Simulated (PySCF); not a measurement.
**C₅H₁₂O₃Si: full NMR table**

```
Formula                               : C5H12O3Si
SMILES                                : C=C(O[SiH2]O)OC(C)C
InChI                                 : InChI=1S/C5H12O3Si/c1-4(2)7-5(3)8-9-6/h4,6H,3,9H2,1-2H3
Point group of the computed structure : C1
Degrees of unsaturation               : 1
Carbon signals                        : 4
Proton signals                        : 6
```

Structure with atom numbers: `[CH2:1]=[C:2]([O:3][SiH2:4][OH:5])[O:6][CH:7]([CH3:8])[CH3:9]`. Each H is labelled by its parent atom. Ha(C1) is cis to O3; Hb(C1) is trans to O3.

Non-relativistic, single conformer, rapidly exchanging positions averaged, no solvent model. PBE0/pcSseg-1 with gauge-including orbitals; geometry from GFN2-xTB; PySCF.

Referencing at the same level of theory: 1H (31.72 ppm), 13C (186.93 ppm), 29Si (349.16 ppm) vs TMS; 17O (336.08 ppm) vs H2O.

| carbon | δC, type | δH (multiplicity) | HMBC from (2–3 bonds) | span of the C tensor (ppm) |
| --- | --- | --- | --- | --- |
| C1 | 62.0, CH2 | Ha(C1) 3.74 (br s); Hb(C1) 3.04 (br s) | – | 115 |
| C2 | 166.6, C | – | H(Si4), H(C7), Ha(C1), Hb(C1) | 158 |
| C7 | 72.3, CH | 4.14 (sept) | H(C8)/H(C9) | 75 |
| C8/C9 | 23.0, CH3 | 1.28 (d) | H(C7), H(C8)/H(C9) | 42 |

Other nuclei:
| atoms | nucleus | environment | δ (ppm) | σ (ppm) |
| --- | --- | --- | --- | --- |
| H(Si4) | 1H | hydrogen on a silicon bonded to 2 O | 5.13 | 26.58 |
| H(O5) | 1H | hydrogen on an oxygen bonded to Si | 0.84 | 30.88 |
| Si4 | 29Si | silicon bonded to 2 O, 2 H | -34.9 | 384.1 |
| O6 | 17O | ether oxygen | 165.2 | 170.9 |
| O3 | 17O | oxygen bonded to C, Si | 131.2 | 204.8 |
| O5 | 17O | oxygen bonded to Si, H | 26.8 | 309.2 |

Carbon types of the structure: 1 × C, 1 × CH, 1 × CH2, 2 × CH3, leaving 3 H on heteroatoms. δC 166.6: alkene carbon bearing oxygen; an sp2 carbon further deshielded by the attached heteroatom. δC 72.3: sp3 CH bonded to O; pulled downfield by the heteroatom. δC 62.0: β carbon of an enol-ether or enamine type C=C; the O or N lone pair pushes π density onto this β carbon and shields it. δC 23.0: methyl carbon; a saturated carbon with 1 carbon neighbour and no heteroatom attached. δH 0.84: hydrogen on an oxygen bonded to Si; exchangeable, gas-phase position.

OH and NH positions are those of a molecule without intermolecular hydrogen bonds; in solution they move with solvent, concentration and temperature, and exchange usually removes their couplings. Shifts are as computed. Against solution values, carbons near 30 ppm lie about +3 ppm off and those near 130 ppm about +5 ppm. Of 1211 compounds with measured shifts, 218 miss one by over three times the rms of a fit or turn the order of signals round; such compounds aren't used in these exercises. Experimental scales use liquid or dissolved standards, which lie at an offset from isolated H2O (liquid H2O: subtract about 36 ppm). Multiplicities follow the n + 1 count of equivalent neighbours, as no J values were calculated; m marks all less simple cases, F and P coupling included.
